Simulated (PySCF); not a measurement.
## Zinc: a sound run and one with changed settings

Sound run: Zn [Ar] 3d10 4s2, Zn⁺ [Ar] 3d10 4s1. All numbers are calculated (PySCF 2.14, the spin-free X2C one-electron Hamiltonian (Gaussian nucleus), in Sapporo-DKH3-DZP-2012). In the sound run the correlated levels freeze [Ar]. The sound run starts from symmetry-adapted Hartree-Fock orbitals and uses a fine grid where one is needed.

Changed run: a valence shell is frozen. This setting is unsound on purpose.

```
species   method  sound run (hartree)  changed run (hartree)  converged
     Zn      MP2          -1794.67431            -1794.24520        yes
     Zn  CCSD(T)          -1794.64770            -1794.25604        yes
```

Ionisation energy of Zn:

```tsv
method	sound run (eV)	changed run (eV)
UHF	7.831	7.831
MP2	8.883	8.366
SCS-MP2	8.908	8.473
CCSD	9.016	8.661
CCSD(T)	9.092	8.661
CCSDT	n/a	8.661
FCI	n/a	8.661
```

Freezing a valence shell removes pair correlation that changes on ionisation.

For comparison, NIST gives 9.394 eV between the lowest levels.
